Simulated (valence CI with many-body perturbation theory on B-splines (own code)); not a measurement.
Energy levels of Cr¹⁰⁺

Computed by configuration interaction combined with many-body perturbation theory (CI+MBPT): four valence electrons over a frozen Dirac-Fock core [Ne], a basis of 11 s, 11 p, 10 d, 8 f, 5 g, 2 h functions for each j, with the one-electron correlation potential Σ1, the two-electron term Σ2, the three-electron term Σ3, Breit, model QED; selected CI, second order for the rest, scaled by the run's own slope (own B-spline code, finite nucleus).

No measured levels were compared; by estimate levels of excited configurations hold to 0.05 to 0.15 % of their energy, terms of the ground configuration to about 0.5 %. Among the levels kept, up to 640 cm⁻¹ of a level comes from second order outside the variational space, and about a tenth of that is noise between levels of different J, which matters for small intervals.

Levels 46 to 90 of 175, with energies above the lowest level, 3s2.3p2 3P_0. "Leading %" is the weight of the configuration and term that name the level; weights of strongly mixed levels are sums over their largest components and can fall short. In the jj column 3d3/2^4 stands for four electrons in 3d with j = 3/2.

```csv
No.,Configuration,Term,J,E (eV),Leading %,Second component,g,Leading jj
46,3s.3p2.3d,5P,3,74.51,98,,1.664,3s 3p1/2 3p3/2 3d5/2 (51 %)
47,3s.3p2.3d,5P,2,74.80,98,,1.829,3s 3p1/2 3p3/2 3d3/2 (30 %)
48,3s.3p2.3d,5P,1,74.99,98,,2.496,3s 3p3/2^2 3d3/2 (46 %)
49,3s.3p2.3d,3P,2,76.51,70,24 % 3p4 3P,1.498,3s 3p1/2 3p3/2 3d5/2 (42 %)
50,3s.3p2.3d,3P,1,77.25,69,24 % 3p4 3P,1.493,3s 3p3/2^2 3d5/2 (26 %)
51,3s.3p2.3d,3P,0,77.72,68,24 % 3p4 3P,,3s 3p3/2^2 3d5/2 (34 %)
52,3s.3p2.3d,3G,3,79.53,96,,0.753,3s 3p1/2 3p3/2 3d3/2 (66 %)
53,3s.3p2.3d,3G,4,79.65,97,,1.051,3s 3p1/2 3p3/2 3d5/2 (34 %)
54,3s.3p2.3d,3G,5,79.80,98,,1.201,3s 3p1/2 3p3/2 3d5/2 (60 %)
55,3s.3p2.3d,3D,1,80.72,96,,0.513,3s 3p1/2 3p3/2 3d5/2 (24 %)
56,3s.3p2.3d,3D,2,80.78,95,,1.167,3s 3p1/2 3p3/2 3d5/2 (27 %)
57,3s.3p2.3d,3D,3,80.84,91,4 % 3s.3p2.3d 1F,1.313,3s 3p1/2 3p3/2 3d5/2 (55 %)
58,3s.3p2.3d,1G,4,81.46,80,15 % 3s2.3d2 1G,1.007,3s 3p1/2 3p3/2 3d5/2 (45 %)
59,3s.3p2.3d,1F,3,81.93,88,5 % 3s.3p2.3d 3D,1.022,3s 3p1/2 3p3/2 3d3/2 (33 %)
60,3s.3p2.3d,3F,2,83.51,83,7 % 3s.3p2.3d 3D,0.713,3s 3p1/2 3p3/2 3d3/2 (27 %)
61,3s.3p2.3d,3F,3,83.96,80,9 % 3s.3p2.3d 3D,1.115,3s 3p1/2 3p3/2 3d5/2 (46 %)
62,3s.3p2.3d,3D,1,84.27,93,5 % 3s.3p2.3d 1P,0.525,3s 3p1/2 3p3/2 3d5/2 (52 %)
63,3s.3p2.3d,3D,2,84.49,88,4 % 3s.3p2.3d 3F,1.128,3s 3p1/2 3p3/2 3d5/2 (30 %)
64,3s.3p2.3d,3F,4,84.61,88,7 % 3s2.3d2 3F,1.243,3s 3p3/2^2 3d3/2 (36 %)
65,3s.3p2.3d,1P,1,84.71,86,7 % 3s.3p2.3d 3D,0.964,3s 3p1/2 3p3/2 3d3/2 (35 %)
66,3s.3p2.3d,3D,3,84.90,85,11 % 3s.3p2.3d 3F,1.298,3s 3p3/2^2 3d5/2 (57 %)
67,3s.3p2.3d,3P,0,85.11,78,15 % 3s2.3d2 3P,,3s 3p1/2 3p3/2 3d5/2 (42 %)
68,3s.3p2.3d,3P,1,85.28,76,15 % 3s2.3d2 3P,1.498,3s 3p1/2 3p3/2 3d5/2 (41 %)
69,3s.3p2.3d,3P,2,85.59,73,16 % 3s2.3d2 3P,1.493,3s 3p3/2^2 3d5/2 (39 %)
70,3s.3p2.3d,3S,1,86.85,94,,1.960,3s 3p1/2 3p3/2 3d5/2 (32 %)
71,3s.3p2.3d,3D,1,87.21,90,,0.550,3s 3p1/2 3p3/2 3d3/2 (28 %)
72,3s.3p2.3d,3D,2,87.39,91,,1.154,3s 3p3/2^2 3d3/2 (33 %)
73,3s.3p2.3d,3D,3,88.00,79,14 % 3s.3p2.3d 3F,1.288,3s 3p3/2^2 3d5/2 (42 %)
74,3s.3p2.3d,3F,2,88.34,85,6 % 3s2.3d2 3F,0.689,3s 3p1/2 3p3/2 3d3/2 (47 %)
75,3s.3p2.3d,3F,3,88.61,73,13 % 3s.3p2.3d 3D,1.135,3s 3p1/2 3p3/2 3d5/2 (32 %)
76,3s.3p2.3d,3F,4,88.81,92,4 % 3s2.3d2 3F,1.249,3s 3p1/2 3p3/2 3d5/2 (48 %)
77,3s.3p2.3d,1D,2,89.44,56,22 % 3s2.3d2 1D,1.003,3s 3p3/2^2 3d5/2 (24 %)
78,3s.3p2.3d,3D,3,91.80,93,,1.325,3s 3p3/2^2 3d5/2 (42 %)
79,3s.3p2.3d,3D,2,92.14,94,,1.155,3s 3p3/2^2 3d3/2 (41 %)
80,3s.3p2.3d,3D,1,92.38,97,,0.499,3s 3p3/2^2 3d3/2 (60 %)
81,3s.3p2.3d,1D,2,92.51,72,14 % 3p4 1D,1.007,3s 3p3/2^2 3d5/2 (38 %)
82,3s.3p2.3d,1S,0,93.86,48,26 % 3p4 1S,,3s 3p1/2 3p3/2 3d3/2 (24 %)
83,3s.3p2.3d,1P,1,95.18,79,15 % 3s.3p2.3d 3P,1.095,3s 3p1/2 3p3/2 3d3/2 (52 %)
84,3s.3p2.3d,3P,2,95.79,83,10 % 3p4 3P,1.490,3s 3p1/2 3p3/2 3d5/2 (38 %)
85,3s.3p2.3d,3P,1,96.36,68,19 % 3s.3p2.3d 1P,1.401,3s 3p3/2^2 3d5/2 (36 %)
86,3s.3p2.3d,3P,0,96.44,78,10 % 3p4 3P,,3s 3p3/2^2 3d3/2 (53 %)
87,3s.3p2.3d,1F,3,98.77,95,,1.001,3s 3p1/2 3p3/2 3d5/2 (40 %)
88,3s2.3d2,3F,2,101.53,68,14 % 3s.3p2.3d 3F,0.711,3s^2 3d3/2^2 (43 %)
89,3s2.3d2,3F,3,101.67,78,16 % 3s.3p2.3d 3F,1.083,3s^2 3d3/2 3d5/2 (78 %)
90,3s2.3d2,3F,4,101.74,78,16 % 3s.3p2.3d 3F,1.250,3s^2 3d5/2^2 (62 %)
```

Names give the largest LS component (configuration and term), which can be under half, so a name can repeat, a term be missing and a line seem to break the LS rules; names also repeat where a configuration has a term twice.

Where two levels of one J and parity lie close, their mixing, g and order are uncertain.
